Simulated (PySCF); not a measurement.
**Telling isomers of C₄H₁₃B₂N apart by NMR**

Computational details: couplings computed with B3LYP/pcJ-1 (spin–dipole term left out of most H,H and C,H couplings), coordinates at the PBE0-D3(BJ)/def2-SVP level, shielding tensors at PBE0/pcSseg-1 (GIAO), in PySCF 2.14.0 with density-fitted response routines (equivalent nuclei averaged, no relativistic terms, a single conformation, no solvent model).

δ = σ(ref) − σ, references computed at the same level: ¹H (σref 31.27) and ¹³C (σref 184.41) vs TMS. Multiplet labels drop J under 1 Hz and among equivalent protons, and merge close values. Unscaled 3J(H,H) run several per cent high. Couplings to H on boron are left out. Carbons bonded to boron are broad in practice. Shifts are as computed. Against solution values, carbons near 30 ppm lie about +2 ppm off and those near 130 ppm about +5 ppm. Of 1313 compounds with measured shifts, 239 miss one by over three times the rms of a fit or turn the order of signals round; such compounds aren't used in these exercises. OH and NH positions are gas-phase values without hydrogen bonding to other molecules.

(1) Tabulate the signals of `BN(B)C(C)(C)C`, `BNBC(C)(C)C` and their relative energies.

(2) What is the quickest way to tell BN(B)C(C)(C)C from BNBC(C)(C)C?

Answers

(1) 
```json
{"SMILES": "BN(B)C(C)(C)C", "carbon types": "1×C 3×CH3", "δC": "56.3, 34.7", "δH": "5.95 (br, 4H), 1.38 (s, 9H)", "E rel. (kcal/mol)": "16.3"}
{"SMILES": "BNBC(C)(C)C", "carbon types": "1×C 3×CH3", "δC": "26.3, 22.4", "δH": "7.05 (br s, 1H), 5.56 (br, 2H), 5.47 (br, 1H), 0.94 (s, 9H)", "E rel. (kcal/mol)": "0.0"}
```

Energies are electronic energies at PBE0/pcSseg-1 on these geometries, without zero-point or thermal terms, each for the one conformer computed, which needn't be the lowest.

(2) Both give the same number of carbon signals, with the same numbers of each carbon type, so the positions decide. The first has a fully substituted sp3 carbon bonded to N (C) at 56.3 ppm, the second a fully substituted sp3 carbon bonded to B (C) at 22.4 ppm. Their most deshielded carbons lie at 56.3 and 26.3 ppm.
